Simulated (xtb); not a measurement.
Si(Cl)(OH) (ClHOSi), SMILES Cl[Si]O (connectivity only; charge and spin as stated), neutral, multiplicity 1. All values are semi-empirical tight-binding results from xtb (GFN2-xTB unless named), good for trends rather than for accurate numbers. The structure is a stationary point at GFN2-xTB. The values are those of a single conformer.

Computed properties:
```yaml
point_group_as_xtb_finds_it: Cs
orbital_gap: 3.12 eV
dipole_moment: 2.59 D
zero_point_energy: 8.9 kcal/mol
G − E(el) at 298.15 K (modified RRHO): -8.0 kcal/mol
static polarisability (D4 model): 52.5 bohr³
solvation energy, GFN2-xTB/ALPB(water): -4.9 kcal/mol
solvation energy, GFN2-xTB/ALPB(chcl3): -3.4 kcal/mol
```
